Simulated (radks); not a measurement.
Values are calculated unless marked as measured or tabulated.
All-electron atom: Au0.5- in [Xe] 4f14 5d10 6s1.5 (fractional occupations, a model configuration). Code: a radial shooting solver on a logarithmic mesh with Libxc functionals. Model: scalar-relativistic Kohn-Sham, LDA (Slater exchange, Perdew-Wang correlation), spin-unpolarised, spherical densities, finite nucleus; Fermi nuclear charge, rms radius 5.4371 fm.

Unscreened Slater integrals over Kohn-Sham orbitals (hartree).

integral,value
"F0(6s,6s)",0.30268
"F0(6s,5d)",0.36705
"G2(6s,5d)",0.088233
"F0(6s,5p)",0.38868
"G1(6s,5p)",0.022933
"F0(6s,4f)",0.40578
"G3(6s,4f)",0.0083512
"F0(5d,5d)",0.55778
"F2(5d,5d)",0.27889
"F4(5d,5d)",0.18166
"F0(5d,5p)",0.65939
"F2(5d,5p)",0.31309
"G1(5d,5p)",0.37066
"G3(5d,5p)",0.22790
"F0(5d,4f)",0.74318
"F2(5d,4f)",0.16257
"F4(5d,4f)",0.074230
"G1(5d,4f)",0.050970
"G3(5d,4f)",0.048312
"G5(5d,4f)",0.038739
"F0(5p,5p)",0.83986
"F2(5p,5p)",0.45126
"F0(5p,4f)",1.0375
"F2(5p,4f)",0.32097
"G2(5p,4f)",0.12087
"G4(5p,4f)",0.10263
"F0(4f,4f)",1.8345
"F2(4f,4f)",0.91112
"F4(4f,4f)",0.58017
"F6(4f,4f)",0.41991
